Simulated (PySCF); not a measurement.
# Spin states of AlAs⁺

Unrestricted PBE0; basis Al def2-TZVPPD, As def2-TZVPPD; no relativity; PySCF 2.14. Outer shells of the fragments: Al+ 3s2; As 3d10 4s2 4p3.

Followed along the bond (rough minima from three points):

```json
{"2Ms+1": "4", "unpaired": "σ ↑, π ↑↑", "⟨S²⟩ at the start": "3.76", "R at minimum (Å)": "2.59", "Te (eV)": "0.00"}
{"2Ms+1": "2", "unpaired": "σ ↓, π ↑↑", "⟨S²⟩ at the start": "1.77", "R at minimum (Å)": "2.50", "Te (eV)": "0.34"}
{"2Ms+1": "2", "unpaired": "σ ↑, π ↑↓", "⟨S²⟩ at the start": "1.77", "R at minimum (Å)": "2.53", "Te (eV)": "0.49"}
{"2Ms+1": "2", "unpaired": "σ ↑", "⟨S²⟩ at the start": "0.76", "R at minimum (Å)": "2.51", "Te (eV)": "1.48"}
{"2Ms+1": "2", "unpaired": "π ↑", "⟨S²⟩ at the start": "0.78", "R at minimum (Å)": "none in the scan", "Te (eV)": "≤ 1.27"}
```

Solutions found at the starting distance of 2.470 Å, counted from the lowest of them; the search is not exhaustive and high or unbound solutions are not listed, so other states can lie among these:

```
2Ms+1   unpaired   term  E (eV)  ⟨S²⟩  ⟨Lz²⟩  μ (D)
    4  σ ↑, π ↑↑    ⁴Σ⁻    0.00  3.76   0.00  -4.88
    2  σ ↓, π ↑↑  mixed    0.32  1.77   0.00  -5.12
    2  σ ↑, π ↑↓  mixed    0.48  1.77   2.02  -4.96
    2        π ↑     ²Π    1.39  0.78   1.01  -6.74
    2        σ ↑  mixed    1.46  0.76   2.01  -4.77
    2        π ↑     ²Π    1.96  0.75   1.01  -1.53
    4      π ↑↑↑     ⁴Π    3.23  3.78   1.01  -4.27
    4  σ ↑↑, π ↑     ⁴Π    3.49  3.79   1.05  -6.24
    4  π ↑↑, δ ↑     ⁴Δ    8.22  3.78   4.00  -4.48
```

A term symbol is given only where ⟨S²⟩ and ⟨Lz²⟩ are close to those of a pure state; real π, δ and φ orbitals otherwise mix terms. A positive dipole points towards As; it is taken about the centre of mass and depends on that origin.

Spin–orbit coupling is left out. Counting both spins, an empty level lies below a filled one in some of these solutions, because spin and occupation are held.
